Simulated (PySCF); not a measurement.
Computed structure and properties of [OsO3Cl]+

System: [OsO3Cl]+ (singlet); start: displaced along the imaginary mode (Cs). Method: PySCF 2.14.0, RKS B3LYP, Os def2-SVP with ECP60, O def2-SVP, Cl def2-SVP; non-relativistic Hamiltonian with scalar-relativistic core potentials where named; density fitting; no spin-orbit coupling.

Input of the relaxation:

```python
mol = gto.M(atom='''
Os     0.02024     0.38529    -0.00000
O      1.48558    -0.19000     0.00000
O      0.00784     2.06767    -0.00000
O     -1.49923    -0.68981    -0.00000
Cl    -0.10842    -2.65838     0.00000''',
    basis={'Os': 'def2-SVP', 'O': 'def2-SVP', 'Cl': 'def2-SVP'},
    ecp={'Os': 'def2-SVP'},
    charge=1, spin=0)
mf = dft.RKS(mol, xc='B3LYP')
mf.grids.atom_grid = (50, 194)
mf = mf.density_fit()  # fitting sets: Os def2-universal-JKFIT, O def2-universal-JKFIT, Cl def2-universal-JKFIT
mf.conv_tol = 1e-08; mf.max_cycle = 55
mf.kernel(dm0)  # dm0: converged density of the start geometry
# quasi-Newton relaxation in Cartesian coordinates to a largest gradient under 0.00045 Eh/bohr, steps kept in the point group
```

Run from Python with OMP_NUM_THREADS=2; the lines above give its settings. Where DIIS fails, smearing, a level shift and second-order steps follow.
It took 47 s on 2 threads of Arm Neoverse V1 (shared host), from the converged density of the start.

Course of the relaxation:

```csv
step,energy above end (eV),largest force component within the symmetry (eV/Å)
0,2.4303,7.335
1,1.5787,3.255
2,0.6613,3.932
3,0.4958,3.222
4,0.3558,1.725
5,0.2477,0.455
6,0.1535,0.395
7,0.0684,0.523
12,0.0010,0.182
13,0.0003,0.046
14,0.0003,0.028
15,0.0001,0.044
16,0.0001,0.034
17,0.0000,0.018
```
(The steps between are left out.)

Relaxed geometry (Cs):

```xyz
5

Os    0.2961    0.3796    0.0000
O     1.9661    0.3500    0.0000
O    -0.3617    1.9124    0.0000
O    -0.8027   -1.0605    0.0000
Cl   -1.1918   -2.6669    0.0000
```

```tsv
contact	Å
Os1–O2 (O)	1.670
Os1–O3 (O)	1.668
Os1–O4 (O)	1.811
Os1–Cl5 (Cl)	3.390
```

On relaxing from the template, bonds within or between ligands changed, so the formula names the start rather than the bonding at the end.

On the finer grid (75, 302):

```json
{
  "HOMO": "-14.73 eV",
  "LUMO": "-11.40 eV",
  "Dipole about the centre of mass": "4.05 D",
  "Set of Mulliken populations of Os1 outside the core potential": "s 2.71, p 6.26, d 5.62, f 0.14",
  "D3(BJ) dispersion energy (not in the energies)": "-0.223 eV"
}
```

| atom | Mulliken (e) | Löwdin (e) | spin (e) |
| --- | --- | --- | --- |
| Os1 | 1.26 | 0.51 | 0.00 |
| O2 | -0.15 | 0.08 | 0.00 |
| O3 | -0.14 | 0.09 | 0.00 |
| O4 | -0.46 | -0.17 | 0.00 |
| Cl5 | 0.49 | 0.50 | 0.00 |

On the grid (50, 194), as all that follows. Harmonic modes: a minimum within the noise of the softest modes; lowest 48 cm⁻¹ (negative: unstable), highest 1079 cm⁻¹, zero-point energy 0.273 eV.

Rigid scan of O along the line from its metal, all other atoms held (where the atom bridges, its other bond changes as well):

distance to O2 (Å), energy (eV) and a bar:
```
     1.37      4.897 ##############################
     1.47      1.771 ###########
     1.57      0.364 ##
     1.67      0.000 
     1.77      0.248 ##
     1.87      0.835 #####
     1.97      1.591 ##########
     2.12      2.822 #################
```

Taking off one Cl (charge -1, singlet; the rest: singlet) in vacuum, both parts rigid, costs 20.23 eV; the small basis without counterpoise inflates it. Most of it is the attraction of opposite charges; other ways to part are cheaper, and one spin state was tried for the rest.

Rigid scan of Cl along the line from its metal, all other atoms held (where the atom bridges, its other bond changes as well):

```json
{"distance to Cl5 (Å)": "3.09", "energy (eV)": "2.003"}
{"distance to Cl5 (Å)": "3.19", "energy (eV)": "0.713"}
{"distance to Cl5 (Å)": "3.29", "energy (eV)": "0.144"}
{"distance to Cl5 (Å)": "3.39", "energy (eV)": "0.000"}
{"distance to Cl5 (Å)": "3.49", "energy (eV)": "0.096"}
{"distance to Cl5 (Å)": "3.59", "energy (eV)": "0.319"}
{"distance to Cl5 (Å)": "3.79", "energy (eV)": "0.902"}
{"distance to Cl5 (Å)": "4.09", "energy (eV)": "1.738"}
{"distance to Cl5 (Å)": "4.49", "energy (eV)": "2.486"}
{"distance to Cl5 (Å)": "4.99", "energy (eV)": "2.907"}
```

One start shape was tried, so this needn't be the lowest isomer.
